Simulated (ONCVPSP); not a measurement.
# Plane-wave convergence, ONCV potential for sulfur

S (Z = 16), optimised norm-conserving Vanderbilt (ONCV), made with ONCVPSP 4.0.1 (PBE, scalar-relativistic). Core [Ne], reference 3s2 3p3.75 (charge +0.25). Waves: 3s: rc 1.55 bohr, ncon 4, nbas 9, qcut 5 1/bohr, local; 3p: rc 1.60 bohr, ncon 4, nbas 9, qcut 4.8 1/bohr, 1 projector. Local part: the s channel. Core correction: none.

**Question.** For each optimised wave give the share of its norm inside rc, the residual kinetic energy above qcut (Ha) and the cutoffs (Ha) for errors of 10, 1, 0.1 and 0.01 mHa per electron.

**Answer.**

```tsv
wave	norm inside rc	residual KE	10 mHa	1 mHa	0.1 mHa	0.01 mHa
3s	0.472	5.5e-04	8.2	11.7	40.3	95.5
3p	0.353	1.9e-04	4.1	5.8	18.9	93.8
```

The occupied waves need 12 Ha and 40 Ha for 1 and 0.1 mHa.
